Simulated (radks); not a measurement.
Charge is removed step by step from the 2p up level of the copper ion Cu24+, starting from [He] 2s2 2p(up 1, down 0). Method: scalar-relativistic Kohn-Sham, PBE, spin-polarised, spherical densities, point nucleus; computed with a radial shooting solver on a logarithmic mesh with Libxc functionals.

[
 {"removed (e)": "0", "E - E(0) (eV)": "0.000", "eigenvalue (eV)": "-2236.1", "E minus straight line (eV)": "0.000"},
 {"removed (e)": "0.25", "E - E(0) (eV)": "562.59", "eigenvalue (eV)": "-2265.1", "E minus straight line (eV)": "-10.802"},
 {"removed (e)": "0.5", "E - E(0) (eV)": "1132.4", "eigenvalue (eV)": "-2293.9", "E minus straight line (eV)": "-14.371"},
 {"removed (e)": "0.75", "E - E(0) (eV)": "1709.4", "eigenvalue (eV)": "-2322.6", "E minus straight line (eV)": "-10.752"},
 {"removed (e)": "1", "E - E(0) (eV)": "2293.5", "eigenvalue (eV)": "-2350.9", "E minus straight line (eV)": "0.000"}
]

Removing the whole electron costs 2293.5 eV by Delta-SCF, against 2236.1 eV from minus the eigenvalue at the starting occupation. Slater's transition state (half an electron removed) gives 2293.9 eV. Integrating minus the eigenvalue over the occupation (Janak's theorem) gives 2293.8 eV. In this scalar-relativistic scheme the density is built from large components alone, so the theorem holds only approximately. The mean slope of the eigenvalue, de/dn, is 115 eV per electron. Ionisation energy of Cu24+ in the NIST Atomic Spectra Database: 2307 eV (semi-empirical).
